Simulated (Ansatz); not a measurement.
HO2 (SMILES [O]O) moved off its minimum; all values from Ansatz (an electronic-structure program), cores frozen in correlated methods. Open shells are unrestricted.
(charge 0, multiplicity 2)
```xyz
3

O     -0.48726     0.36697     0.02621
O      0.66821    -0.32576    -0.02689
H     -1.18960    -0.30716    -0.06798
```

Give the forces (eV/Å), the total energy and the dipole at CCSD(T)/aug-cc-pVTZ.


```
atom      Fx      Fy      Fz
----  ------  ------  ------
O1     0.235  -0.207  -0.018
O2    -0.461   0.168   0.009
H3     0.226   0.039   0.010
```
Energy -150.7265 hartree, dipole 2.15 D.
